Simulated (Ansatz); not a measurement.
Relaxation of ClF3H4Si2 (10 atoms, charge 0, multiplicity 1), to a largest force component of 0.03 eV/Å in at most 50 steps.

All numbers below come from RKS r2SCAN-D4/def2-SVP in Ansatz 0.2.0.

```xyz
10
Properties=species:S:1:pos:R:3
Si -0.465 -0.243 -0.356
Cl -0.180 0.973 2.737
F 1.068 -0.453 0.080
Si -1.078 1.943 -0.856
H -2.495 1.897 -1.325
H -0.943 2.860 0.306
H -0.203 2.388 -1.982
F -0.668 -1.111 -1.701
F -1.382 -0.973 0.744
H -0.921 -0.127 2.632
```

Q: Where does it end, and by what steps?

A: The forces met the threshold. The force dipped under the threshold on the way, but the program's further checks kept it going. After 17 steps the energy has fallen by 0.089 eV; H5 moved furthest, 0.99 Å.

```
step  energy less start (eV)  largest force component (eV/Å)  accepted
   0                  0.0000                           0.958       yes
   1                 -0.0299                           0.748       yes
   2                 -0.0420                           0.548       yes
   3                 -0.0459                           0.431       yes
   4                 -0.0520                           0.056       yes
   5                 -0.0536                           0.034       yes
   6                 -0.0544                           0.132       yes
   7                 -0.0557                           0.091       yes
   8                 -0.0588                           0.012       yes
   9                 -0.0605                           0.234       yes
  10                 -0.0649                           0.166       yes
  11                 -0.0701                           0.060       yes
  12                 -0.0783                           0.102       yes
  13                 -0.0810                           0.268       yes
  14                 -0.0861                           0.215       yes
  15                 -0.0875                           0.144       yes
  16                 -0.0891                           0.049       yes
  17                 -0.0893                           0.005       yes
```

```xyz
10
Properties=species:S:1:pos:R:3
Si -0.275 -0.309 -0.482
Cl -1.087 1.228 2.798
F 1.302 -0.452 -0.202
Si -0.962 1.903 -0.728
H -2.397 2.009 -0.345
H -0.104 2.799 0.090
H -0.803 2.224 -2.178
F -0.602 -1.168 -1.804
F -1.016 -1.102 0.728
H -1.323 0.021 2.401
```

Whether the end is a true minimum wasn't checked by a vibrational analysis.

The run took 56 s on 4 threads of Arm Neoverse V1 (shared host), peak memory 0.19 GiB.
